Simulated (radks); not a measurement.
Q: Radial electron density D(r) = 4 pi r^2 rho(r) of an atom or ion with 28 electrons. Method: non-relativistic Kohn-Sham, LDA (Slater exchange, Perdew-Wang correlation), spin-unpolarised, spherical densities, point nucleus; computed with a radial shooting solver on a logarithmic mesh with Libxc functionals.

| r (bohr) | D(r) (e/bohr) |
|---|---|
| 0.004802 | 3.299 |
| 0.006354 | 5.296 |
| 0.008407 | 8.267 |
| 0.01112 | 12.44 |
| 0.01472 | 17.83 |
| 0.01947 | 23.99 |
| 0.02577 | 29.74 |
| 0.03409 | 33.28 |
| 0.04511 | 33.08 |
| 0.05968 | 29.68 |
| 0.07897 | 26.79 |
| 0.1045 | 28.88 |
| 0.1383 | 35.30 |
| 0.1829 | 38.02 |
| 0.242 | 30.61 |
| 0.3202 | 19.37 |
| 0.4237 | 16.18 |
| 0.5606 | 19.64 |
| 0.7478 | 18.44 |
| 0.9894 | 11.28 |
| 1.309 | 5.070 |
| 1.732 | 2.432 |
| 2.292 | 1.561 |
| 3.032 | 0.9559 |
| 4.012 | 0.4352 |
| 5.309 | 0.1386 |
| 7.024 | 0.03001 |
| 9.294 | 0.003996 |
| 12.3 | 0.0002693 |

What is the nuclear charge?

A: Z = 28. The innermost maximum, from 1s, lies near 1/Z = 0.0357 bohr (found: 0.0387), and its height grows with Z. The density is that of neutral nickel in [Ar] 3d7 4s2 4p1; the configuration itself is not fixed sharply by these data, and Z only to about a unit. D(r) has 3 maxima, at r = 0.0387, 0.173, 0.622 bohr, and minima at 0.0829, 0.401 bohr, inside which lie 2.11, 10.81 electrons.
